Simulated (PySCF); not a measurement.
Be(SH)(SMe) (CH4BeS2), SMILES C[S][Be][SH]. Atoms are numbered in the order given.

```xyz
8

Be    -0.1979     0.3200     0.4005
S     -1.8204     1.2420     0.7847
H     -2.3665     0.1623     1.3923
S      1.4266    -0.5779     0.0131
C      1.0669    -1.2891    -1.6386
H      0.2769    -2.0494    -1.5834
H      1.9923    -1.7704    -1.9817
H      0.7883    -0.5126    -2.3627
```

The structure is a stationary point at PBE0-D3(BJ)/def2-SVP. The values are those of a single conformer.

Computed with B3LYP/pcJ-1 run with PySCF.

Isotropic couplings with Fermi-contact, spin-dipole and both spin-orbit terms, one fixed conformer, no vibrational averaging. Isotopes: 13C, 1H.

Computed spin–spin coupling constants:
```json
[
 {"pair": "C5–H6", "bonds apart": "1", "J (Hz)": "150.1"},
 {"pair": "C5–H7", "bonds apart": "1", "J (Hz)": "149.2"},
 {"pair": "C5–H8", "bonds apart": "1", "J (Hz)": "150.0"},
 {"pair": "H6–H7", "bonds apart": "2", "J (Hz)": "-13.3"},
 {"pair": "H6–H8", "bonds apart": "2", "J (Hz)": "-10.6"},
 {"pair": "H7–H8", "bonds apart": "2", "J (Hz)": "-13.5"},
 {"pair": "H3–C5", "bonds apart": "4", "J (Hz)": "-0.3"}
]
```
